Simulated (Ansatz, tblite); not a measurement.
Removing and adding an electron: Al₄Ru. The state is a singlet with charge 0. Geometry: PBE0-D4/def2-SVP. Ansatz, gas phase; energy differences of separate SCF runs; the oxidised species was run as a doublet alone; the reduced species was run as a doublet alone.

| atom | x (Å) | y (Å) | z (Å) |
| --- | --- | --- | --- |
| Ru1 | -0.2190 | 0.7403 | -0.5440 |
| Al2 | -0.3360 | -1.5386 | -0.5834 |
| Al3 | 2.0185 | 0.1600 | -1.1501 |
| Al4 | 0.7033 | 0.2969 | 1.4959 |
| Al5 | -2.1668 | 0.3414 | 0.7817 |

In the def2 sets Ru takes a core potential; there is no spin–orbit coupling. The xTB rows come from tblite. The structure comes from a short search, and lower isomers may exist.

| level | −HOMO (eV) | vertical IE (eV) | −LUMO (eV) | vertical EA (eV) | HOMO–LUMO gap (eV) | IE − EA (eV) | remarks |
| --- | --- | --- | --- | --- | --- | --- | --- |
| GFN1-xTB | 6.71 | 9.21 | 5.66 | 3.46 | 1.05 | 5.75 | – |
| GFN2-xTB | 6.43 | 9.11 | 6.32 | 3.77 | 0.11 | 5.34 | – |
| PBE-D4/def2-TZVP | 4.60 | 6.64 | 3.09 | – | 1.51 | – | – |
| PBE-D4/def2-TZVPD | 4.60 | – | 3.10 | 1.27 | 1.51 | – | HOMO above zero (-1 doublet) |
| r2SCAN-D4/def2-TZVP | 4.74 | 6.64 | 3.06 | – | 1.67 | – | – |
| r2SCAN-D4/def2-TZVPD | 4.73 | – | 3.06 | 1.36 | 1.67 | – | HOMO above zero (-1 doublet) |
| PBE0-D4/def2-TZVP | 5.14 | 6.52 | 2.48 | – | 2.66 | – | – |
| PBE0-D4/def2-TZVPD | 5.14 | – | 2.49 | 1.31 | 2.65 | – | – |

   A HOMO above zero means that the electron is unbound at that level or that self-interaction error raises the level; the energy of removing that electron tells which. Raw xTB energy differences between charge states are shifted by several eV; the methods need an empirical correction for them.
